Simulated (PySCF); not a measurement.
# What a mistake does to a calculation on BC2H5N

Calculated results; nothing here was measured. The program is PySCF 2.14.0, an open-source quantum chemistry code, run on an isolated molecule that a program drew, which may never have been made. The molecule is BC2H5N (charge 0, doublet), drawn as the SMILES string `C[CH]B=N`.

Each row is a Hartree-Fock (HF) and frozen-core CCSD(T) single point in the cc-pVDZ basis, meant for a local HF minimum. Run 1 is clean. Each other run has one planted mistake out of seven kinds, and not every kind appears here: one electron removed, one electron added, multiplicity raised by two, geometry at a saddle point, minimal basis STO-3G, one bond length entered in bohr, all coordinates scaled. The reference is restricted for singlets and unrestricted otherwise, and also for a bond in bohr. Adding or removing an electron swaps singlet and doublet. Electrons count all cores. HOMO and LUMO are orbital energies over both spins, the gradient is its largest component, and the lowest frequency (negative if imaginary) is given only where the gradient is small. Bond lengths are over the 8 bonds as drawn. T1 is the CCSD diagnostic: over 0.02 (restricted) or 0.045 (unrestricted) a single reference is doubtful.

Geometry of the clean run:
```xyz
9
BC2H5N, angstrom
C    -1.4816   -1.4861   -0.2805
C    -1.6127   -1.2970   -1.7665
B    -0.6675   -0.4720   -2.6188
N     0.1046    0.2005   -3.3073
H    -2.3706   -1.1124    0.2375
H    -1.3910   -2.5479   -0.0312
H    -0.6124   -0.9685    0.1254
H    -2.4506   -1.7902   -2.2491
H     0.7171    0.7342   -3.8623
```

| run | electrons | basis functions | <S^2> | HOMO (eV) | LUMO (eV) | gradient (hartree/bohr) | lowest frequency (cm^-1) | mean bond (Å) | longest bond (Å) | T1 | HF (hartree) | CCSD(T) (hartree) | mistake |
|---|---|---|---|---|---|---|---|---|---|---|---|---|---|
| 1 | 29 | 81 | 0.778 | -9.71 | 2.46 | 2.9e-05 | 81 | 1.2004 | 1.517 | 0.0169 | -157.77277 | -158.32889 | no fault |
| 2 | 29 | 81 | 0.798 | -9.97 | 2.31 | 4.3e-02 | - | 1.2760 | 1.612 | 0.0199 | -157.73880 | -158.31120 | all coordinates scaled |
| 3 | 29 | 81 | 1.564 | -9.75 | 1.92 | 2.0e-02 | - | 1.3690 | 2.866 | 0.0570 | -157.60435 | -158.14677 | one bond length entered in bohr |
| 4 | 29 | 81 | 3.773 | -4.06 | 0.95 | 1.6e-01 | - | 1.2004 | 1.517 | 0.0149 | -157.56324 | -158.08026 | ? |
| 5 | 28 | 81 | 0.000 | -17.03 | -6.72 | 3.9e-02 | - | 1.2004 | 1.517 | 0.0285 | -157.46961 | -158.02761 | ? |

**Which mistake was planted in run 4, and what did it cost?**

Electrons, basis and geometry are unchanged, and <S^2> is 3.773, beside S(S+1) = 3.75 for a multiplicity of 4. So the mistake is: multiplicity raised by two. Subtracting run 1 and multiplying by 627.51 kcal/mol a hartree, the energy moved by 131.5 kcal/mol in HF and 156.0 kcal/mol in CCSD(T).

**Which mistake was planted in run 5, and what did it cost?**

It counts 28 electrons, one fewer than the clean run, at the same geometry and basis. So the mistake is: one electron removed. Subtracting run 1 and multiplying by 627.51 kcal/mol a hartree, the energy moved by 190.2 kcal/mol in HF and 189.1 kcal/mol in CCSD(T).

Cautions from the logs. Run 3: T1 is over the limit, so its CCSD(T) energy is less reliable; run 5: T1 is over the limit, so its CCSD(T) energy is less reliable.
